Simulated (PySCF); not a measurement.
**Dipole response of Os (osmium, neutral)**

[Xe] 4f14 5d5 6s2 6p1, high-spin 7P determinant (an excited configuration). Calculation: PySCF 2.14, in x2c-TZVPPall with one added diffuse shell each of s, p, d, f type (12s8p8d4f1g, 113 functions); the spin-free X2C one-electron Hamiltonian (Gaussian nucleus). Coupled (time-dependent) response in atomic units; α is the mean over directions.

```json
{"method": "PBE0", "mean α (bohr³)": "94.45", "α xx, yy, zz": "72.61, 138.1, 72.61", "C₆ (like pair)": "1182", "S(−4)": "5341"}
```

S(−4) is the Cauchy moment in α(ω) = α(0) + S(−4) ω² + …

Spin-orbit coupling is absent.

α(iu) at PBE0:

```tsv
u (hartree)	α(iu) (bohr³)
0	94.45
0.0500	83.61
0.100	65.59
0.200	40.61
0.300	27.42
0.500	15.39
0.750	9.432
1.00	6.599
1.50	3.910
2.00	2.635
3.00	1.447
5.00	0.6307
```

The components differ because the open shell of this determinant is not spherical; for a pure term their mean is the scalar polarisability.

Spin-orbit coupling, absent here, splits the open shell strongly.
